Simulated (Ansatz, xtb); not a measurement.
# ClH4InN2: which of two conformers lies lower

Structure I is `[NH2][In]([NH2])[Cl]`, a singlet and structure II is `[NH2][In]([NH2])[Cl]`, a singlet. Both are isolated molecules in the gas phase, relaxed with PBE0-D4/def2-SVP.

I (Å):

| atom | x (Å) | y (Å) | z (Å) |
| --- | --- | --- | --- |
| Cl | 2.4309 | 0.6382 | -1.5811 |
| In | 0.2037 | 0.3500 | -0.8613 |
| N | -0.2617 | 1.3087 | 0.8568 |
| N | -0.8260 | -1.0836 | -1.8471 |
| H | -1.2377 | 1.5586 | 0.9925 |
| H | 0.3157 | 2.1220 | 1.0553 |
| H | -1.8370 | -0.9821 | -1.8791 |
| H | -0.4860 | -1.2766 | -2.7860 |

II (Å):

```xyz
8

Cl   -1.7784   -1.0988   -1.8483
In   -0.2752   -0.1700   -0.2860
N    -0.1814    1.8502   -0.2557
N     0.7469   -1.5008    0.8434
H    -0.9827    2.3152   -0.6754
H     0.0055    2.2761    0.6487
H     1.6892   -1.2291    1.1125
H     0.7762   -2.4428    0.4608
```

Question: Estimate which is lower in electronic energy at CCSD(T)/def2-SVP + ΔMP2/def2-TZVPP, and by roughly how much.

Answer: CCSD(T)/def2-SVP + ΔMP2/def2-TZVPP gives E(II) − E(I) = +0.07 kcal/mol, slightly favouring structure I, which is too small a margin to settle the true order.

How the difference moves with the method:

| level | geometry | E(II) − E(I) (kcal/mol) | departure from the last row (kcal/mol) | job, with rough time for the two |
| --- | --- | --- | --- | --- |
| PBE0-D4/def2-SVP | PBE0-D4/def2-SVP | −0.07 | −0.14 | optimisation, 29 s |
| HF/def2-SVP | PBE0-D4/def2-SVP | −0.36 | −0.43 | part of the CCSD(T) run |
| MP2/def2-SVP | PBE0-D4/def2-SVP | −0.05 | −0.12 | part of the CCSD(T) run |
| CCSD(T)/def2-SVP | PBE0-D4/def2-SVP | −0.07 | −0.13 | single point |
| CCSD(T)/def2-SVP + ΔMP2/def2-TZVPP | PBE0-D4/def2-SVP | +0.07 |  | single point, 24 s |

The largest departure from CCSD(T)/def2-SVP + ΔMP2/def2-TZVPP is that of HF/def2-SVP, 0.43 kcal/mol. Levels run at GFN2-xTB geometries aren't shown. The last row adds to CCSD(T) the change of the MP2 difference between the two basis sets, here +0.13 kcal/mol.

With harmonic frequencies from PBE0-D4/def2-SVP (ideal gas, rigid rotor, one conformer each, 298.15 K, 1 atm): on the last row, ΔE + ΔZPE = +0.08, ΔH = +0.07, ΔG = +0.50 kcal/mol.

The correlated steps freeze 11 core orbitals; the filled d shell of In is correlated, in a basis made for valence electrons. Atoms past krypton carry core potentials in the def2 sets and no spin–orbit term is included. Mirror images aren't counted in ΔG. Run with Ansatz 0.2.0; the last row on 2 threads of Arm Neoverse V2 on a shared host.
